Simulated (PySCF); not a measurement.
## Br⁺ (bromine, charge +1) across methods

[Ar] 3d10 4s1 4p5, high-spin 3P determinant (an excited configuration). Computed with PySCF 2.14 in x2c-TZVPPall with one added diffuse shell each of s, p, d type (7s6p5d1f, 57 functions), with scalar relativity by spin-free X2C-1e.

```csv
method,E (hartree),mean ε 4s α (eV),mean ε 4p α (eV),mean ε 4p β (eV),Σ⟨r²⟩ (bohr²),⟨S²⟩
BHandHLYP,-2605.260,-37.247,-21.901,-19.045,32.44,2.006
TPSSh,-2605.209,-33.492,-19.740,-17.573,32.21,2.004
wB97X-V,-2605.068,-37.511,-22.903,-20.578,32.31,2.004
HSE06,-2604.988,-34.307,-20.090,-17.773,32.29,2.004
r2SCAN,-2605.275,-33.226,-19.498,-17.286,32.19,2.006
UHF,-2603.49727,-41.983,-24.584,-19.868,32.81,2.015
LDA,-2601.561,-32.194,-18.993,-17.307,32.22,2.002
PBE,-2604.951,-32.082,-18.920,-17.139,32.27,2.003
PBE0,-2604.997,-34.772,-20.539,-18.149,32.27,2.004
```
